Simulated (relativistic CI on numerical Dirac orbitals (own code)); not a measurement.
**Ti⁺ in a cubic cluster: 2p photoemission with charge transfer**

Computed with a charge-transfer multiplet model of a cubic metal-ligand cluster with up to one ligand hole, Slater and spin-orbit integrals from Dirac-Coulomb-Breit ions, Slater integrals scaled by 0.9. The ground state mixes d3 with configurations of k ligand holes L, whose averages lie at kΔ + k(k − 1)U_dd/2; a core hole lowers each added d electron by U_cd. 300 K, Lorentzian 0.6 eV and Gaussian 0.8 eV FWHM.

Atomic integrals in eV (Slater integrals scaled, ζ unscaled), ground: F2dd 6.085, F4dd 3.735, zeta_d 0.009; with the core hole: F2dd 8.239, F4dd 5.130, zeta_d 0.022, zeta_core 3.746, F2cd 4.410, G1cd 3.131, G3cd 1.774.

Cluster parameters (eV): Δ = 8.7, U_dd = 4.2, U_cd = 4.8, 10Dq(ligand) = 0.4, V(eg) = 2.65, V(t2g) = -1.33, final-state hopping factor = 1.

```tsv
Case	n_d	d3	d4L	S
10Dq = -0.5 eV	3.17	0.83	0.17	1.50
10Dq = 0.1 eV	3.20	0.80	0.20	1.50
10Dq = 0.4 eV	3.20	0.80	0.20	1.50
```

Weights, n_d and S are thermal averages at 300 K. Binding energies count from the first peak over 30 % of the highest in each spectrum, which can be another peak from case to case. The parameters are a model scan and need not match a compound or its usual spin state. A negative ionic 10Dq is a model choice; hopping adds the covalent part of the field. Peaks in eV (height, largest 100):
- 10Dq = -0.5 eV: 0.0 (100), 2.2 (20), 6.2 (42)
- 10Dq = 0.1 eV: 0.0 (100), 3.0 (17), 6.4 (53)
- 10Dq = 0.4 eV: 0.0 (100), 3.2 (16), 6.4 (54)

For the case 10Dq = 0.4 eV, Δ = 8.7 eV is larger than U_dd = 4.2 eV, the Mott-Hubbard side of the Zaanen-Sawatzky-Allen scheme. With the core hole the average of the configuration with one ligand hole lies at Δ − U_cd = 3.9 eV before mixing: the effective hopping of about 5.7 eV (from the holes of the mixed ground state) is comparable with this gap or larger, so the configurations mix strongly.

With at most 1 ligand hole the space is cut while the next configuration still counts, so covalency is underestimated, and a final configuration with one more ligand hole, which can lie low, is missing from the spectra.
